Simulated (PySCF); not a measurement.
Run record: geometry optimisation, `F/C=C\[CH2][AlH][Br]`.

Computed with PBE0-D3(BJ)/def2-SVP geometry optimisation, gas phase (PySCF 2.14.0). Start geometry: GFN2-xTB. The input is one job of a driver script: a line of settings, then coordinates in Å.

Command:
```bash
OMP_NUM_THREADS=1 python probes_run.py task.json out
```

Input:
```
{"job": {"xc": "PBE0", "basis": "def2-SVP", "d3": "d3bj", "grid": 1, "shake": 0.01, "kind": "geom"}, "charge": 0, "multiplicity": 1}
F      0.410730     1.195220    -0.914690
C      1.255590     0.809180     0.101200
C      0.955530    -0.347460     0.659360
C     -0.156580    -1.133940     0.177180
Al    -1.391230     0.290240    -0.648510
Br    -2.561870     1.721170     0.674590
H      2.052220     1.526550     0.281380
H      1.600870    -0.682310     1.486700
H     -0.476480    -1.872430     0.951000
H      0.141060    -1.721740    -0.684180
H     -1.791720     0.189680    -2.099700
```

Output:
```
step   0  E = -3032.60568652  max force = 0.037257
step   1  E = -3032.61294848  max force = 0.004870
step   2  E = -3032.61331847  max force = 0.002955
step   3  E = -3032.61364737  max force = 0.004979
step   4  E = -3032.61390848  max force = 0.005551
step   5  E = -3032.61413526  max force = 0.004759
step   6  E = -3032.61427586  max force = 0.001267
step   7  E = -3032.61431598  max force = 0.000511
step   8  E = -3032.61439192  max force = 0.001609
step   9  E = -3032.61446413  max force = 0.002618
step  10  E = -3032.61456899  max force = 0.002995
step  11  E = -3032.61463371  max force = 0.001857
step  12  E = -3032.61466571  max force = 0.000728
step  13  E = -3032.61465152  max force = 0.000805
step  14  E = -3032.61464594  max force = 0.000560
step  15  E = -3032.61464625  max force = 0.000081
step  16  E = -3032.61464672  max force = 0.000054
optimisation converged
```

Energies in Eh; «max force» is the largest Cartesian gradient component in Eh/bohr.

Q: Give the first gradient maximum in eV/Å.

A: With 1 Eh/bohr = 51.422 eV/Å, 1.916 eV/Å.

Q: At which steps does the energy rise by more than 1e-5 Eh?

A: At step 13 (+0.01 mEh).

Main results: final energy -3032.61465 Eh after 16 steps; dipole 4.13 D.

Q: Give the final coordinates.

A: 0.267 Å rms from the input after alignment:
```
atom  x, y, z in Å
F1     0.4410    1.3835   -0.7529
C2     1.3403    0.7943    0.1400
C3     1.0093   -0.3910    0.6295
C4    -0.2674   -1.0668    0.2348
Al5   -1.3055    0.2647   -0.8041
Br6   -2.6664    1.5798    0.4651
H7     2.1996    1.4424    0.2976
H8     1.7158   -0.8416    1.3363
H9    -0.8043   -1.4038    1.1375
H10   -0.0392   -1.9812   -0.3419
H11   -1.5863    0.1919   -2.3573
```

Q: How long does this job take on one thread of an Arm Neoverse V1, shared host? And the peak memory of the process?

A: About 2.2 min, with 0.51 GiB resident at the peak, the Python interpreter and its libraries included.
Labels such as C1 count atoms from 1, the log's own numbers from 0.
